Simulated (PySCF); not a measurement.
Isomers of C6H6S2. Method: PBE0-D3(BJ)/def2-SVP geometry optimisation, gas phase in PySCF. One conformer each; no zero-point energy, no entropy. No frequencies were run at this level. Point groups hold within 0.08 Å.

Question: Order them by energy at this level, lowest first, and give relative energies in kcal/mol.
A. `[CH3:1][C:2](=[S:3])[c:4]1[cH:5][cH:6][cH:7][s:8]1` with C1–C2–C4–C5 180°
B. `[SH:1][c:2]1[cH:3][cH:4][cH:5][cH:6][c:7]1[SH:8]` with H–S1–C2–C3 -11°, C6–C7–S8–H 139°
C. `[SH:1][c:2]1[cH:3][cH:4][c:5]([SH:6])[cH:7][cH:8]1` with H–S1–C2–C3 0°, C4–C5–S6–H -179°

Answer: B (0.0), C (1.3), A (11.9).

As drawn, the lowest has an S–H bond, which the highest lacks; the highest has a C=S bond, which the lowest lacks. Neighbours under 2.5 kcal/mol apart (Sc1ccccc1S and Sc1ccc(S)cc1) can change places with a better method, another conformer or zero-point energy.

```json
{"SMILES": "Sc1ccccc1S", "E (Eh)": "-1027.67880", "E rel (kcal/mol)": "0.0", "dipole (D)": "2.06", "point group": "–", "A, B, C (MHz)": "1967, 1408, 822.9"}
{"SMILES": "Sc1ccc(S)cc1", "E (Eh)": "-1027.67677", "E rel (kcal/mol)": "1.3", "dipole (D)": "0.02", "point group": "C2h", "A, B, C (MHz)": "5509, 678.8, 604.4"}
{"SMILES": "CC(=S)c1cccs1", "E (Eh)": "-1027.65984", "E rel (kcal/mol)": "11.9", "dipole (D)": "3.08", "point group": "Cs", "A, B, C (MHz)": "2983, 1055, 782.9"}
```

As an exercise, what shares would exp(−E/RT) give at 298.15 K from these electronic energies alone (no entropy, no degeneracies)?

RT = 0.592 kcal/mol: Sc1ccccc1S 89.6 %, Sc1ccc(S)cc1 10.4 %, CC(=S)c1cccs1 under 0.1 %.
